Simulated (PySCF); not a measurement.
Solvent effects on NMR parameters

Atom-mapped SMILES (the numbers label the heavy atoms): `[CH:1]#[C:2][C@@:3]([CH:4]=[CH2:5])([CH2:6][CH3:7])[C:8](=[S:9])[C:10]#[N:11]`; H(Xn) means a hydrogen on atom n. Ha(C5) is cis to C3; Ha(C6) is pro-R; Hb(C6) is pro-S; Hb(C5) is trans to C3.

GIAO PBE0/pcSseg-1 in PySCF on one PBE0-D3(BJ)/def2-SVP conformer, non-relativistic, equivalent nuclei averaged. Solvents enter as an IEF-PCM continuum (benzene with ε = 2.3, chloroform with ε = 4.7) around the gas-phase geometry. Shifts are referred to TMS, CS2 computed in the same medium.

In benzene, δ in ppm: C8 233.9, C4 148.4, C5 130.4, C10 121.9, C2 89.1, C1 88.2, C3 62.3, C6 32.3, C7 10.2, S9 1301.3, H(C4) 6.20, Hb(C5) 5.98, Ha(C5) 5.26, H(C1) 3.01. Dipole moment 4.17 D.

Problem. How does each δ change in the more polar medium?

Solution. 
```
 atoms                           environment  Δδ, chloroform
    C8                   thiocarbonyl carbon            +0.4
    C4                             alkene CH            +0.4
    C5                  terminal =CH2 carbon            +0.6
   C10                        nitrile carbon            +0.3
    C2                         alkyne carbon            +0.4
    C1                terminal alkyne carbon            +0.7
    C3         allylic quaternary sp3 carbon            +0.5
    C6                               sp3 CH2            +0.2
    C7                         methyl carbon            +0.1
    S9                         thione sulfur            +5.9
 H(C4)              hydrogen on an alkene CH           +0.04
Hb(C5)    hydrogen on a terminal =CH2 carbon           +0.05
Ha(C5)    hydrogen on a terminal =CH2 carbon           +0.04
 H(C1)  hydrogen on a terminal alkyne carbon           +0.13
```

Changes are relative to benzene. The dipole moment becomes 4.46 D in chloroform.

Problem. Which nuclei move most (in ppm), and what does the model miss?

Solution. S9 (thione sulfur, +5.9 ppm) in chloroform. A continuum only polarises the solute; specific hydrogen bonds, the anisotropy of aromatic solvents and changes of geometry or conformer are outside it.
